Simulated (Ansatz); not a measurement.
`O[SiH](F)[SiH3]` + `[OH][AlH2]` → `O[SiH]([SiH3])[O][AlH2]` + H–F at 700 K and 1 bar (ligand exchange at the Si–F bond).

Isolated molecules relaxed with PBE0-D4/def2-TZVP in Ansatz; ΔE leaves out vibrations. CCSD(T)/CBS is the MP2 limit (def2-TZVPP, def2-QZVPP) plus CCSD(T) − MP2 in def2-TZVPP, frozen cores. This one scheme is used for every species. Each species was taken in one conformer, which may not be the lowest.

| species | CCSD(T)/CBS energy (Eh) | H − E (kJ/mol) | S (J/(mol·K)) |
| --- | --- | --- | --- |
| `O[SiH](F)[SiH3]` | -756.23815 | 208.1 | 452.3 |
| `[OH][AlH2]` | -319.03157 | 111.2 | 312.7 |
| `O[SiH]([SiH3])[O][AlH2]` | -974.86715 | 276.8 | 579.7 |
| H–F | -100.39570 | 45.2 | 198.5 |

H − E and S are ideal-gas, rigid-rotor, harmonic terms from PBE0-D4/def2-TZVP, for one conformer and one mirror image of each species. 1 Eh = 2625.50 kJ/mol, R = 8.31446 J/(mol·K).

Question: By hand: ΔE, ΔH, ΔS and ΔG.

Answer: ΔE = (-974.86715) + (-100.39570) − (-756.23815) − (-319.03157) = 0.00687 Eh = 18.0 kJ/mol. Δ(H − E) = 276.8 + 45.2 − 208.1 − 111.2 = 2.7, so ΔH = 20.7 kJ/mol. ΔS = 579.7 + 198.5 − 452.3 − 312.7 = 13.2 J/(mol·K). ΔG = 20.7 − 700 × (13.2)/1000 = 11.5 kJ/mol.

Question: By hand: the equilibrium constant, and the temperature at which ΔG would vanish if ΔH and ΔS stayed fixed.

Answer: log₁₀ K = −ΔG/(RT ln 10) = -0.9. ΔG = 0 at ΔH/ΔS = 1568 K, though so small a ΔS makes that figure unsure.

TΔS isn't small against ΔH here. A doubt of 5 kJ/mol in ΔE shifts log₁₀ K by 0.4 here. Other conformers and mirror images would add mixing entropy, several J/(mol·K) or more a flexible species. Modes under 60 cm⁻¹, often nearly free rotors, make the harmonic entropy too high. These are equilibria of isolated gas molecules and say nothing of rates. Largest T1 diagnostic: 0.013 (customary marks: 0.02 for closed shells, 0.045 for open ones).
